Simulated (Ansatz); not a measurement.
Spectroscopic constants of NaBe-, multiplicity 3 (an upper state: multiplicity 1 came lower at CCSD(T)/def2-TZVPP on PBE0 minima). The T1 diagnostic near the minimum is 0.053, so single-reference values are doubtful.

Seven points along R, fitted to fifth degree in 1/R; most abundant isotopes. In def2 and cc sets the state is the lowest found near the PBE0 minimum, followed along R.

Programs: Ansatz (Gaussian orbitals). 

```csv
level,r_e (Å),ω_e (cm⁻¹),ω_e x_e (cm⁻¹),α_e (cm⁻¹)
PBE/def2-TZVPP,2.785,240,2.9,0.0053
PBE0/def2-TZVPP,2.791,240,2.9,0.0052
CCSD/def2-TZVPP,2.827,232,2.4,0.0047
CCSD(T)/def2-TZVPP,2.824,232,2.4,0.0047
```

Correlated levels freeze the inner cores; with def2 sets outer-core shells near the valence are correlated too.

Doubts at one or more of the structures used: a spin-contaminated determinant (CCSD/def2-TZVPP, CCSD(T)/def2-TZVPP); T1 above 0.05 (CCSD/def2-TZVPP, CCSD(T)/def2-TZVPP).

Ansatz is a first-principles code.
